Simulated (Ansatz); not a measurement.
CH5F2NOSi, SMILES `NC(F)(F)O[SiH3]`. Charge 0, multiplicity 1. The geometry is a stationary point of PBE0-D4/def2-TZVP. It is one conformer, not always the lowest.

```xyz
11

N     0.292    0.513    1.943
C    -0.162    0.538    0.621
F    -1.493    0.252    0.594
F    -0.094    1.791    0.052
O     0.537   -0.325   -0.138
Si    0.013   -0.994   -1.578
H     1.301    0.516    1.972
H    -0.086    1.283    2.476
H     1.238   -1.584   -2.158
H    -0.548    0.052   -2.465
H    -0.998   -2.044   -1.317
```

(1) What is the dipole moment at r2SCAN/def2-TZVPP? (Best estimate.)

(2) And with PBE, B3LYP, ωB97M-V? (Estimate.)

(3) Give the Mulliken charges with r2SCAN, PBE, B3LYP in def2-TZVPP. (Best estimate.)

Results:

(1) The calculation gave: 1.29 D, with components (1.21, 0.07, 0.44) D in this frame, pointing from negative to positive charge.

(2) Ansatz gave: PBE 1.26 D, B3LYP 1.27 D, ωB97M-V 1.27 D.

(3) Computed: 
```tsv
atom	r2SCAN	PBE	B3LYP
N1	-0.32	-0.29	-0.29
C2	0.52	0.37	0.52
F3	-0.21	-0.17	-0.21
F4	-0.21	-0.17	-0.22
O5	-0.38	-0.29	-0.36
Si6	0.44	0.35	0.42
H7	0.16	0.17	0.16
H8	0.16	0.16	0.15
H9	-0.06	-0.05	-0.06
H10	-0.05	-0.04	-0.05
H11	-0.06	-0.05	-0.05
```

B3LYP here is the variant with VWN-RPA as its local correlation; programs differ in this.
